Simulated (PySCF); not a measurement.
SMILES CO[SiH2]C[SiH3] (C₂H₁₀OSi₂) (GFN2-xTB optimised geometry):

```
15

C      3.201    -0.801     0.000
O      1.808    -0.801     0.000
Si     0.817     0.486     0.000
C     -0.896    -0.303    -0.003
Si    -2.299     0.963    -0.050
H      3.591    -0.264    -0.868
H      3.542    -1.837    -0.035
H      3.589    -0.325     0.904
H      1.049     1.320     1.187
H      1.058     1.321    -1.184
H     -0.986    -0.972    -0.859
H     -1.008    -0.929     0.882
H     -2.229     1.837     1.122
H     -3.591     0.267    -0.048
H     -2.204     1.779    -1.261
```

Level of theory: PBE0/def2-TZVP in PySCF.

Q: What are the frontier orbital energies and the dipole moment?

A: HOMO-2 -9.06 eV, HOMO-1 -8.43 eV, HOMO -8.07 eV, LUMO 0.29 eV, LUMO+1 0.64 eV; dipole moment 1.06 D.

Meta-Löwdin charges at PBE0/def2-TZVP: C1 -0.12, O2 -0.62, Si3 0.89, C4 -0.70, Si5 0.48, H6 0.10, H7 0.12, H8 0.10, H9 -0.13, H10 -0.13, H11 0.15, H12 0.15, H13 -0.10, H14 -0.09, H15 -0.10.
